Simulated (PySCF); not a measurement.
**Basis and Hamiltonian dependence of the ionisation energy of Pt⁺**

Pt⁺ [Xe] 4f14 5d9 (2D) → Pt²⁺ [Xe] 4f14 5d8 (3F). Calculated with PySCF 2.14 from differences of total energies of unrestricted determinants, without spin-orbit coupling. Values in eV.

```csv
basis,Hamiltonian,functions,UHF,LDA,PBE0,MP2 (valence),CCSD(T) (valence),CCSD(T) (valence and next inner shell)
def2-SVPD with the def2 core potential (60 electrons),ECP,35,16.964,19.512,18.851,18.235,n/a,n/a
def2-TZVP with the def2 core potential (60 electrons),ECP,40,16.924,n/a,n/a,18.414,n/a,n/a
aug-cc-pVDZ-PP with ECP60MDF,ECP,54,16.877,19.555,18.838,18.523,18.429,n/a
def2-TZVPPD with the def2 core potential (60 electrons),ECP,59,16.918,19.594,18.875,18.690,18.583,18.609
cc-pVTZ-PP with ECP60MDF,ECP,63,16.872,19.556,n/a,18.671,n/a,n/a
aug-cc-pwCVDZ-PP with ECP60MDF,ECP,70,16.862,19.549,18.825,18.569,18.450,18.429
ANO-RCC-VTZP,spin-free X2C,84,16.916,19.680,18.883,18.693,18.597,18.656
def2-QZVPPD with the def2 core potential (60 electrons),ECP,88,16.919,19.590,18.874,18.764,18.654,18.685
x2c-TZVPPall,spin-free X2C,97,16.940,19.677,18.885,18.678,18.585,18.642
"aug-cc-pVTZ-PP with one added diffuse shell each of s, p, d, f, g type with ECP60MDF",ECP,113,16.877,19.560,18.838,18.741,n/a,n/a
"x2c-TZVPPall with one added diffuse shell each of s, p, d, f type",spin-free X2C,113,16.936,19.673,18.882,18.690,18.598,18.656
aug-cc-pwCVTZ-PP with ECP60MDF,ECP,122,16.870,19.555,18.835,18.755,n/a,n/a
aug-cc-pVQZ-PP with ECP60MDF,ECP,135,16.864,19.552,18.829,18.826,n/a,n/a
```

Problem. Estimate the row for aug-cc-pVTZ-PP with ECP60MDF (ECP, 88 functions).

Solution. From the rows with the same Hamiltonian and similar size; the calculation gives UHF 16.88; LDA 19.56; PBE0 18.84; MP2 (valence) 18.74; CCSD(T) (valence) 18.63 (eV).

Extrapolation of MP2 (valence) from aug-cc-pVTZ-PP with ECP60MDF and aug-cc-pVQZ-PP with ECP60MDF: the correlation parts are 1.862 and 1.962 eV; with the X⁻³ form and unrounded values, (4³ × 1.962 − 3³ × 1.862)/(4³ − 3³) = 2.035 eV, and adding the Hartree-Fock value 16.864 eV of the larger basis gives 18.899 eV.

Frozen in the all-electron rows: valence and next inner shell: [Kr] 4d10 4f14; valence: [Xe] 4f14; with a core potential, the same shells as far as they lie outside it.

Between the lowest levels the reference is 18.56 ± 0.12 eV (measured; NIST Atomic Spectra Database, ionization energies); it includes spin-orbit coupling, which these numbers lack.
